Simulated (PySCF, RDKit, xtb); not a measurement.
Complex: SiH4 (SMILES [SiH4]) (first 5 atoms) with CH2F2 (SMILES FCF); geometry from B3LYP-D3(BJ)/def2-TZVP, rigid monomers moved along the line of their centres of mass till Si1···F6 is 2.99 Å.
(charge 0, multiplicity 1):
```xyz
10

Si     0.239    -0.047     0.129
H     -1.013     0.279     0.848
H      0.511    -1.497     0.243
H      1.360     0.729     0.701
H      0.071     0.307    -1.300
F      0.373    -0.789     3.025
C     -0.445     0.111     3.643
F      0.139     1.338     3.579
H     -0.546    -0.177     4.691
H     -1.393     0.145     3.105
```

Interaction energies are E(AB) − E(A) − E(B) at the monomers' geometry in the complex; basis-set methods are counterpoise corrected. Rows marked so take none. RDKit's UFF carries no charges.

Rows in 3-21G, 6-31G* carry no dispersion term and start afresh at each structure (6-31G* with six Cartesian d functions).

Codes used: PySCF for 3-21G rows, 6-31G* rows; RDKit for the force fields; xtb for the GFN methods. Each number belongs to the level named beside it.

Q: One of these levels gives 4.7 kJ/mol for the interaction energy. Which one is it?
(A) GFN1-xTB
(B) UFF
(C) HF/6-31G* (no counterpoise)
(D) HF/3-21G (no counterpoise)

A: B, UFF. The others give -16.3 (GFN1-xTB), -14.8 (HF/3-21G (no counterpoise)), 1.0 (HF/6-31G* (no counterpoise))
